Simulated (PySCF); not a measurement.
C7H9NOSi.
Atom-mapped SMILES: `[SiH3:1][O:2]/[CH:3]=[CH:4]/[c:5]1[cH:6][cH:7][n:8][cH:9][cH:10]1` (hydrogens: H11, H12, H13 on Si1; H14 on C3; H15 on C4; H16 on C6; H17 on C7; H18 on C9; H19 on C10)

The same species was optimised twice, with GFN2-xTB and with PBE0-D3(BJ)/def2-SVP (PySCF), and the same property calculations (PySCF, gas phase) were run on both structures.

| coordinate | GFN2-xTB | PBE0-D3(BJ)/def2-SVP | change |
| --- | --- | --- | --- |
| Si1–O2 (Å) | 1.632 | 1.685 | +0.053 |
| C9–C10 (Å) | 1.383 | 1.392 | +0.009 |
| C7–N8 (Å) | 1.323 | 1.333 | +0.010 |
| C4–C5 (Å) | 1.450 | 1.459 | +0.009 |
| C5–C6 (Å) | 1.398 | 1.406 | +0.008 |
| N8–C9 (Å) | 1.323 | 1.330 | +0.007 |
| C3=C4 (Å) | 1.335 | 1.342 | +0.007 |
| C6–C7 (Å) | 1.383 | 1.390 | +0.007 |
| O2–C3 (Å) | 1.339 | 1.343 | +0.004 |
| C5–C10 (Å) | 1.399 | 1.403 | +0.004 |
| Si1–O2–C3 (°) | 133.4 | 125.9 | -7.5 |
| C7–N8–C9 (°) | 117.4 | 116.8 | -0.6 |
| O2–C3–C4 (°) | 121.4 | 122.0 | +0.6 |
| C6–C5–C10 (°) | 116.6 | 116.0 | -0.6 |
| C3–C4–C5 (°) | 126.3 | 125.8 | -0.5 |
| C5–C6–C7 (°) | 119.1 | 119.5 | +0.4 |
| C4–C5–C10 (°) | 119.2 | 119.6 | +0.4 |
| C5–C10–C9 (°) | 119.4 | 119.7 | +0.3 |
| Si1–O2–C3–C4 (°) | -176 | -171 | +5 |
| C3–C4–C5–C6 (°) | -2 | 1 | +3 |

Rotational constants: A = 4850, B = 409.6, C = 379.4 MHz (GFN2-xTB) against A = 4589, B = 410.8, C = 379.1 MHz (PBE0-D3(BJ)/def2-SVP).

On the GFN2-xTB structure: HOMO (eV) -6.60 [PBE0/pcSseg-1]; LUMO (eV) -1.31 [PBE0/pcSseg-1]; dipole (D) 3.82 [PBE0/pcSseg-1]; GIAO shielding of Si1 (ppm) 384.1 [PBE0/pcSseg-1]; GIAO shielding of O2 (ppm) 238.5 [PBE0/pcSseg-1]; GIAO shielding of C3 (ppm) 35.5 [PBE0/pcSseg-1]; GIAO shielding of C4 (ppm) 66.5 [PBE0/pcSseg-1]; GIAO shielding of C5 (ppm) 38.9 [PBE0/pcSseg-1]; GIAO shielding of C6/C10 (mean) (ppm) 64.0 [PBE0/pcSseg-1]; GIAO shielding of C7/C9 (mean) (ppm) 30.7 [PBE0/pcSseg-1]; GIAO shielding of N8 (ppm) -86.2 [PBE0/pcSseg-1].

What do these properties become on the PBE0-D3(BJ)/def2-SVP structure?

| property | level | on GFN2-xTB | on PBE0-D3(BJ)/def2-SVP | change |
| --- | --- | --- | --- | --- |
| HOMO (eV) | PBE0/pcSseg-1 | -6.60 | -6.60 | 0.00 |
| LUMO (eV) | PBE0/pcSseg-1 | -1.31 | -1.34 | -0.03 |
| dipole (D) | PBE0/pcSseg-1 | 3.82 | 3.93 | +0.11 |
| energy, GFN2-xTB geometry as zero (kcal/mol) | PBE0/pcSseg-1 | 0.0 | -2.6 | -2.6 |
| GIAO shielding of Si1 (ppm) | PBE0/pcSseg-1 | 384.1 | 377.1 | -7.0 |
| GIAO shielding of O2 (ppm) | PBE0/pcSseg-1 | 238.5 | 231.5 | -7.0 |
| GIAO shielding of C3 (ppm) | PBE0/pcSseg-1 | 35.5 | 31.9 | -3.6 |
| GIAO shielding of C4 (ppm) | PBE0/pcSseg-1 | 66.5 | 66.3 | -0.2 |
| GIAO shielding of C5 (ppm) | PBE0/pcSseg-1 | 38.9 | 37.4 | -1.5 |
| GIAO shielding of C6/C10 (mean) (ppm) | PBE0/pcSseg-1 | 64.0 | 61.7 | -2.3 |
| GIAO shielding of C7/C9 (mean) (ppm) | PBE0/pcSseg-1 | 30.7 | 28.4 | -2.3 |
| GIAO shielding of N8 (ppm) | PBE0/pcSseg-1 | -86.2 | -89.4 | -3.2 |

The heavy atoms differ by 0.077 Å rms after alignment. Among bonds between heavy atoms Si1–O2 changes most (+0.053 Å). Changes are differences of the printed values. Neither structure is proved a minimum here.

The values belong to the conformer `[SiH3:1][O:2]/[CH:3]=[CH:4]/[c:5]1[cH:6][cH:7][n:8][cH:9][cH:10]1`: Si1–O2–C3–C4 -171°, C3–C4–C5–C6 1°.
